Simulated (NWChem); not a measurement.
**Correlation energy of FS**

```
S
F 1 1.6282
```
Charge 0, spin multiplicity 2.

All runs are NWChem calculations. The geometry was optimised at UB3LYP/def2-SVP, a minimum by its harmonic frequencies.

Basis set: 3-21G. Each correlation energy counts from its own Hartree-Fock reference.

The correlated methods keep 6 core orbitals frozen. The structure started from a generated list of species. The unpaired electrons of the parent sit in orbitals of symmetry b1 (C2v labels of the run); other states weren't searched. No SCF solution was tested for a lower state. Open-shell Hartree-Fock references start from PBE0 orbitals. Coupled-cluster values serve here as a point of comparison, not as the truth.

**Question.** One of these methods gave a correlation energy of -171.9 mHa. Which?
(A) CCSD[T] on ROHF
(B) CCSD on ROHF
(C) UMP2
(D) SCS-UMP2

**Answer.** A, CCSD[T] on ROHF. The others give -168.0 (CCSD on ROHF), -156.0 (SCS-UMP2), -159.2 (UMP2).
